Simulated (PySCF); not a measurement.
FH3OSe2Si, SMILES O[Si](F)([SeH])[SeH].

Geometry: ωB97X-D3(BJ)/def2-SVP. One conformer was computed; it need not be the lowest.

Vertical ionisation energy (IE) and electron affinity (EA) in eV. Rows of orbital energies are one-electron estimates. Where ΔSCF, EOM or ADC give a negative EA the extra electron is unbound and the value depends on the basis.

```json
[
 {"level": "−ε(HOMO), −ε(LUMO), B3LYP/def2-TZVP (PySCF)", "IE": "[?]", "EA": "[?]"},
 {"level": "−ε(HOMO), −ε(LUMO), PBE/def2-TZVP (PySCF)", "IE": "6.28", "EA": "1.13"}
]
```

Question: What belongs in the gaps? (Estimate from the structure and the level; the computed values follow.)

Answer: 
- −ε(HOMO), −ε(LUMO), B3LYP/def2-TZVP (PySCF), IE: 7.21
- −ε(HOMO), −ε(LUMO), B3LYP/def2-TZVP (PySCF), EA: 0.49
